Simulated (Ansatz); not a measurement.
Consider the substitution at a C–N bond: `BC(=C)N1C[SiH2]1` + H₂S → `BC(=C)S` + `C1N[SiH2]1`.

Program: Ansatz. Geometries: PBE0-D4/def2-TZVP. ΔE: electronic, gas phase. CBS: MP2 limit from def2 TZ/QZ plus the TZ coupled-cluster correction, frozen cores. This one scheme is used for every species. DFT in def2-TZVPP. Each species was taken in one conformer, which may not be the lowest.

```csv
level,ΔE (kcal/mol)
r2SCAN-D4,1.9
B2PLYP,1.8
r2SCAN,1.5
CCSD/CBS(def2),1.3
```

(1) What does CCSD(T)/CBS give? (Best estimate.)

Largest T1 diagnostic among the species: 0.013.

## Answers

(1) Computed: +1.3 kcal/mol. The listed levels differ from it by 0.6, 0.5, 0.2, 0.0 kcal/mol.

The D4 term adds +1.5 kcal/mol with B3LYP and +1.0 kcal/mol with PBE0; it sums over pairs of atoms, weighted by their polarisabilities, and B3LYP, whose exchange is more repulsive, gets the larger term.

B3LYP here is the variant with VWN-RPA as its local correlation; programs differ in this.
